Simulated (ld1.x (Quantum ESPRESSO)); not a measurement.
# What the settings do to the RRKJ potential of erbium

Base potential:

```json
{"Element": "erbium", "Generator": "ld1.x (Quantum ESPRESSO) 7.5", "Type": "norm-conserving RRKJ (Kleinman–Bylander form)", "Functional": "LDA (PZ)", "Relativity": "scalar-relativistic", "Frozen core": "[Kr] 4d10", "Valence charge": "22", "Reference configuration": "4f12 5s2 5p6 5d0 6s1 6p0 (charge +1)", "Partial waves": "5s (bound): rc 1.80 bohr; 5d (bound, empty): rc 2.85 bohr; 4f (bound): rc 0.60 bohr; 5p (bound): rc 1.60 bohr", "Local potential": "the p channel", "Core correction": "none"}
```

Occupied shells without a wave of their own: 6s. They enter only through the test configuration that unscreens the potential.

Cutoffs, loose and tight: the cutoffs (Ry, on a coarse ladder) from which the occupation-weighted sum of valence levels, in a spherical-Bessel basis at the reference potential, stays within 10 and 1 mRy of its value at 400 Ry. They do not see the model core or the augmentation charge, which bear on the density cutoff. Test errors are all-electron minus pseudo excitation energies from the reference, over the configurations 4f12 5s2 5p6 5d0 6s2 6p0; 4f12 5s2 5p6 5d0 6s0 6p0; 4f11 5s2 5p6 5d0 6s0 6p0; 4f10 5s2 5p6 5d0 6s0 6p0; 4f12 5s2 5p6 5d1 6s1 6p0; 4f11 5s2 5p6 5d1 6s1 6p0; 4f12 5s2 5p6 5d0 6s0 6p2 (two spin-polarised tests are not counted in the largest error). A dash means not determined; rows that change the core or the reference have their own tests. The largest error is taken over the tests solved by every variant that gives reliable tests at all: 4f10 5s2 5p6 5d0 6s0 6p0; 4f11 5s2 5p6 5d0 6s0 6p0; 4f11 5s2 5p6 5d1 6s1 6p0; 4f12 5s2 5p6 5d0 6s0 6p0.

Cutoffs are not given where the Bessel-basis levels miss the radial ones by over 6 mRy, ghosts where they miss by over 20 mRy; a channel whose overlap is not positive is not tested.

| change | outcome | bound ghosts | largest test error (meV) |
| --- | --- | --- | --- |
| base | generated, misses its reference levels by 0.56 eV | not determined | -2729 |
| wave 5s (bound): rc 1.80 bohr becomes 5s (bound): rc 1.12 bohr | failed: compute_phi: phi has nodes before r_c | – | – |
| wave 5s (bound): rc 1.80 bohr becomes 5s (bound): rc 1.40 bohr | failed: compute_phi: phi has nodes before r_c | – | – |
| wave 5s (bound): rc 1.80 bohr becomes 5s (bound): rc 1.56 bohr | failed: compute_phi: phi has nodes before r_c | – | – |
| wave 5s (bound): rc 1.80 bohr becomes 5s (bound): rc 1.98 bohr | generated, misses its reference levels by 0.56 eV | not determined | -2536 |
| wave 5s (bound): rc 1.80 bohr becomes 5s (bound): rc 2.08 bohr | generated, misses its reference levels by 0.61 eV | not determined | -2608 |
| wave 5s (bound): rc 1.80 bohr becomes 5s (bound): rc 2.68 bohr | failed: run_pseudo: Errors in PS-KS equation | – | – |

Q: What comes out with this change to the base: wave 5s (bound): rc 1.80 bohr becomes 5s (bound): rc 2.32 bohr?

A: outcome: generated, misses its reference levels by 0.84 eV; bound ghosts: not determined; largest test error (meV): -3379.

Q: What comes out with this change to the base: wave 5s (bound): rc 1.80 bohr becomes 5s (bound): rc 2.50 bohr?

A: outcome: generated, misses its reference levels by 1.25 eV; bound ghosts: not determined; largest test error (meV): -5137.

Q: What comes out with this change to the base: wave 5s (bound): rc 1.80 bohr becomes 5s (bound): rc 1.76 bohr?

A: outcome: generated, misses its reference levels by 0.58 eV; bound ghosts: not determined; largest test error (meV): -2904.

Reading the sweep of the s radius (base included, trends over the rows without a ghost): The generation fails at 1.12, 1.4, 1.56, 2.68 bohr.
